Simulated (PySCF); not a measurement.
Cl3Y, triplet, geometry from GFN2-xTB (such geometries of metal compounds can be far from the true shape) (the multiplicity is a formal guess) (all electrons, no relativity). Base run: HF/3-21G (PySCF).

Geometry (Å):
```xyz
4

Y      0.2415     0.6269     0.3884
Cl     1.6851    -0.8432    -0.8725
Cl    -0.8747    -1.2631     1.3968
Cl    -1.3644     0.6681    -1.4155
```
Charge 0, spin multiplicity 3.
Orbitals are unrestricted.
All else is at PySCF's defaults.

Each row names what was changed in the base input (with any setting that the change needs).

```json
[
 {"change": "base", "basis functions": "75", "E (Eh)": "-4687.65777", "HOMO (eV)": "-6.44", "dipole (D)": "2.60"},
 {"change": "basis = x2c-SVPall; relativity = spin-free X2C", "basis functions": "107", "E (Eh)": "-4765.04796", "HOMO (eV)": "-6.05", "dipole (D)": "0.03"},
 {"change": "basis = ANO-RCC-VDZP; relativity = none", "basis functions": "97", "E (Eh)": "-4668.66929", "HOMO (eV)": "-6.14", "dipole (D)": "0.02"},
 {"change": "basis = x2c-SVPall; relativity = none", "basis functions": "107", "E (Eh)": "-4679.43339", "HOMO (eV)": "-5.96", "dipole (D)": "0.01"},
 {"change": "basis = ANO-RCC-VDZP; relativity = spin-free X2C; nucleus = Gaussian (with nucmod='G')", "basis functions": "97", "E (Eh)": "-4765.75307", "HOMO (eV)": "-6.17", "dipole (D)": "0.11"},
 {"change": "basis = x2c-SVPall; relativity = spin-free X2C; nucleus = Gaussian (with nucmod='G')", "basis functions": "107", "E (Eh)": "-4765.01644", "HOMO (eV)": "-6.05", "dipole (D)": "0.03"},
 {"change": "basis = jorge-DZP-DKH; relativity = spin-free X2C; nucleus = Gaussian (with nucmod='G')", "basis functions": "120", "E (Eh)": "-4765.53420", "HOMO (eV)": "-5.46", "dipole (D)": "0.90"},
 {"change": "basis = jorge-DZP-DKH; relativity = none", "basis functions": "120", "E (Eh)": "-4692.78109", "HOMO (eV)": "-5.35", "dipole (D)": "0.71"},
 {"change": "basis = ANO-RCC-VDZP; relativity = spin-free X2C", "basis functions": "97", "E (Eh)": "-4765.79334", "HOMO (eV)": "-6.17", "dipole (D)": "0.11"},
 {"change": "basis = jorge-DZP-DKH; relativity = spin-free X2C", "basis functions": "120", "E (Eh)": "-4765.57008", "HOMO (eV)": "-5.46", "dipole (D)": "0.90"}
]
```

Absolute energies of different levels of theory aren't comparable as measures of quality.

Open shells are given as the SCF converged; they aren't shown to be the lowest states, and a large step between rows can be another state.

Basis sets contracted for a relativistic Hamiltonian are a mismatch without it, so the rows without relativity aren't non-relativistic limits. No row has spin-orbit coupling; sets with core potentials leave out the core electrons.
